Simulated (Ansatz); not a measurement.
Start from `N[SiH2]N[SiH2]O` and change one atom or group to get `O[SiH2]N[SiH2]Cl`.

Ansatz, PBE0-D4/def2-TZVP geometries, multiplicity 1. Each molecule was computed in one conformer, which needn't be the lowest.

```json
{"property": "size of the dipole moment (B3LYP/def2-TZVPP) / D", "`N[SiH2]N[SiH2]O`": "2.56"}
{"property": "size of the dipole moment (PBE/def2-TZVPP) / D", "`N[SiH2]N[SiH2]O`": "2.59"}
{"property": "HOMO energy (ωB97M-V/def2-TZVPP) / eV", "`N[SiH2]N[SiH2]O`": "-9.79"}
{"property": "LUMO energy (ωB97M-V/def2-TZVPP) / eV", "`N[SiH2]N[SiH2]O`": "1.86"}
{"property": "LUMO energy (PBE/def2-TZVPP) / eV", "`N[SiH2]N[SiH2]O`": "-0.37"}
{"property": "size of the dipole moment (ωB97M-V/def2-TZVPP) / D", "`N[SiH2]N[SiH2]O`": "2.59"}
```

(1) Give the same properties after the change, and the shifts. (An estimate is asked.)

## Answers

(1) Computed: 
| property | `O[SiH2]N[SiH2]Cl` | shift |
| --- | --- | --- |
| size of the dipole moment (B3LYP/def2-TZVPP) / D | 2.02 | -0.54 |
| size of the dipole moment (PBE/def2-TZVPP) / D | 2.00 | -0.59 |
| HOMO energy (ωB97M-V/def2-TZVPP) / eV | -10.59 | -0.80 |
| LUMO energy (ωB97M-V/def2-TZVPP) / eV | 1.73 | -0.13 |
| LUMO energy (PBE/def2-TZVPP) / eV | -0.66 | -0.29 |
| size of the dipole moment (ωB97M-V/def2-TZVPP) / D | 2.03 | -0.56 |

With PBE0 the HOMO falls by 0.83 eV and the LUMO falls by 0.28 eV, so the gap widens by about 0.55 eV. PBE moves the HOMO by -0.84 eV and ωB97M-V by -0.80 eV. Dipoles are sizes alone; their direction can turn.

B3LYP here is the variant with VWN-RPA as its local correlation; programs differ in this.
